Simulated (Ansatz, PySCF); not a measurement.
ReOBr3, SMILES [O]=[Re]([Br])([Br])[Br] (connectivity only; charge and spin as stated), neutral, multiplicity 3. Atoms are numbered in the order given.

```xyz
5

Re     0.2004    -0.0710    -0.0957
O      1.5792    -0.5955    -0.8783
Br     0.5896     0.7688     2.1155
Br    -0.9455     1.7091    -1.2202
Br    -1.4666    -1.7691     0.1935
```
Charge 0, spin multiplicity 3.

Geometry optimised at PBE0-D3(BJ)/def2-SVP. The spin state was assumed, not searched. The def2 effective core potentials stand for the cores of Re; spin–orbit coupling is left out.

Two levels are set side by side: PBE-D3(BJ)/def2-SVP (Ansatz, a quantum-chemistry and plane-wave program) and PBE0-D3(BJ)/def2-SVP (Ansatz). Each level has its own optimised geometry; the coordinates shown are those of the second. Frequencies come from the Hessian of PySCF at each geometry. Differences are taken from unrounded values.

| quantity | PBE0-D3(BJ) |
|---|---|
| mean bond length (Å) | 2.215 |
| bond Re1–O2 (Å) | 1.670 |
| bond Re1–Br3 (Å) | 2.397 |
| bond Re1–Br4 (Å) | 2.397 |
| bond Re1–Br5 (Å) | 2.397 |
| highest harmonic wavenumber (cm⁻¹) | 1044 |
| mean harmonic wavenumber (cm⁻¹) | 274 |
| zero-point energy (kcal/mol) | 3.52 |

Question: What does PBE-D3(BJ) give, and how far is it from PBE0-D3(BJ)? (An estimate is asked for; the answer gives what the named calculation found.)

Answer: 
```
quantity                            PBE-D3(BJ)  PBE-D3(BJ) minus PBE0-D3(BJ)
----------------------------------  ----------  ----------------------------
mean bond length (Å)                     2.234                         0.019
bond Re1–O2 (Å)                          1.694                         0.025
bond Re1–Br3 (Å)                         2.414                         0.017
bond Re1–Br4 (Å)                         2.414                         0.017
bond Re1–Br5 (Å)                         2.414                         0.017
highest harmonic wavenumber (cm⁻¹)         981                           -63
mean harmonic wavenumber (cm⁻¹)            259                           -14
zero-point energy (kcal/mol)              3.34                         -0.19
```

GGA bonds tend to be longer and softer than those of functionals with exact exchange. Differences between two approximate levels are no errors against the true value.
